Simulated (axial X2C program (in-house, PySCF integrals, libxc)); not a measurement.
**Nuclear properties of TeO⁺**

Computed with an in-house all-electron X2C program for linear molecules (integrals from PySCF): two-component X2C with atomic mean-field Coulomb and Gaunt terms, Gaussian nuclei, basis Te dyall-cv3z, O dyall-av3z with contracted cores.

R = 1.762 Å (near the PBE0 minimum at charge 1 of the determinant lowest at the starting distance; the state shown can have its own minimum elsewhere).

Input and command:
```json
{"zs": [52, 8], "q": 1, "bas": ["dyall-cv3z", "dyall-av3z"], "r0": 1.85, "levels": ["PBE0", "HF", "B3LYP", "TPSSh", "BHandHLYP"], "nst": 3}
```
```bash
python soeom.py task.json out
```

Keys: zs atomic numbers; q charge; bas basis sets; r0 starting distance in Å; levels methods; nst determinants followed.

Determinant lowest in the PBE0 search, Ω = 1/2 (⟨Sz⟩ = -0.49, ⟨Lz⟩ = 0.99 at PBE0), spin on the atoms Te -0.30, O -0.19:

```
    level  Eeff magnitude (GV/cm)  Ws magnitude Te (kHz)  A∥/gI Te (MHz)  qzz Te (a.u.)  A∥/gI O (MHz)  qzz O (a.u.)
     PBE0                    1.81                   1.53            3290          -1.83            396          0.20
       HF                    1.38                  0.889            1240           1.15            571         -0.32
    B3LYP                     2.1                   1.88            3260          -1.45            397          0.14
    TPSSh                     1.7                   1.45            3290          -1.46            398          0.17
BHandHLYP                    2.15                   1.83            2920          -1.31            389          0.05
```

Eeff is the effective electric field on the electron electric dipole moment in this Ω state and Ws the scalar–pseudoscalar constant of the nucleus named (defined with the proton number Z and per Ω); A∥ (defined per Ω) follows by multiplying with gI = μI/(I μN); qzz is the electric field gradient, eQq0 = 234.96 MHz × Q/barn × qzz. The operators were transformed with the bare-nucleus X2C matrices; with these basis sets, hyperfine constants and field gradients can be off by tens of per cent, and where levels differ in sign neither size nor sign is settled.

Q: With gI(17O) = -0.7575 (g factors from the IAEA table of nuclear moments by Stone), turn the PBE0 values of the first state into constants in MHz.

A: A∥(17O) = 396 × -0.7575 = -300 MHz.

Each state is one determinant with collinear spin. Unrestricted Hartree–Fock can overshoot spin polarisation at the nuclei. At HF a later determinant lies lower. The search compared states at one distance, so a state with another bond length can lie lower. Further determinants of the search, some of them spin-mixed, are not shown. Where a field gradient or hyperfine factor spreads by more than a factor of two over the levels, a constant derived from it is not to be relied on.
